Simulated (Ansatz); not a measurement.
VSeF₃⁺. Charge 1, multiplicity 2. Geometry r2SCAN-D4/def2-SVP, that of the neutral singlet; atoms count from 1.

```xyz
5

V     0.068    0.064   -0.016
Se   -1.465   -1.389    0.353
F    -0.550    1.274   -1.045
F     1.395   -0.705   -0.757
F     0.551    0.755    1.465
```

Estimate the Mulliken populations from the PBE0/def2-TZVP orbitals of Ansatz.


```csv
atom,charge (e),spin (α − β),d electrons
V1,1.55,-0.15,2.99
Se2,0.29,1.09,–
F3,-0.28,0.03,–
F4,-0.28,0.04,–
F5,-0.29,-0.01,–
```
Mulliken values depend strongly on the basis.

Where does the spin sit?

Summed by element: V -0.15, Se 1.09, F 0.06, of 1 unpaired in all. Largest on single atoms: Se2 1.09, V1 -0.15, F4 0.04.

And the Mayer bond orders between heavy atoms (over 0.3)?

V1–Se2 1.62 (2.14 Å); V1–F3 1.10 (1.70 Å); V1–F4 1.11 (1.70 Å); V1–F5 1.07 (1.70 Å).
